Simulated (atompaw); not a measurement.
u(r) = r·R(r): atom against pseudo-atom (Pd (Z = 46))

Columns: radius, all-electron u(r) and pseudo u(r) of the 4d shell (level -6.69 eV) of palladium in the configuration [Ar] 3d10 4s2 4p6 4d9 5s1 5p0; PBE, scalar-relativistic, PAW (atompaw) scheme, atompaw 4.2.0.5.

```
r (bohr)  all-electron  pseudo
   0.087       -0.1542  0.0007
   0.173       -0.3860  0.0051
   0.260       -0.4156  0.0168
   0.346       -0.2691  0.0383
   0.433       -0.0390  0.0716
   0.519        0.1993  0.1165
   0.606        0.4131  0.1732
   0.692        0.5827  0.2387
   0.779        0.7093  0.3113
   0.865        0.7933  0.3859
   0.952        0.8433  0.4601
   1.038        0.8654  0.5284
   1.125        0.8670  0.5885
   1.212        0.8536  0.6368
   1.298        0.8300  0.6710
   1.385        0.7994  0.6909
   1.471        0.7649  0.6964
   1.558        0.7277  0.6889
   1.644        0.6900  0.6707
   1.731        0.6519  0.6442
   1.817        0.6150  0.6128
   1.904        0.5787  0.5785
   1.990        0.5443  0.5444
   2.077        0.5110  0.5110
   2.163        0.4798  0.4798
   2.250        0.4499  0.4499
```

**Question.** How many radial nodes do the two functions have?

**Answer.** The all-electron 4d function has n − l − 1 = 1; the pseudo-wave has 0, since the states of the same l below it are removed with the core.

**Question.** Where does each function peak?

**Answer.** Outermost all-electron maximum near 1.12 bohr, pseudo maximum near 1.47 bohr (to the table’s step).

**Question.** Is the pseudo-wave norm-conserving?

**Answer.** No, it belongs to a PAW set: the norm inside the radius is not constrained, and the difference is carried by the augmentation charge.
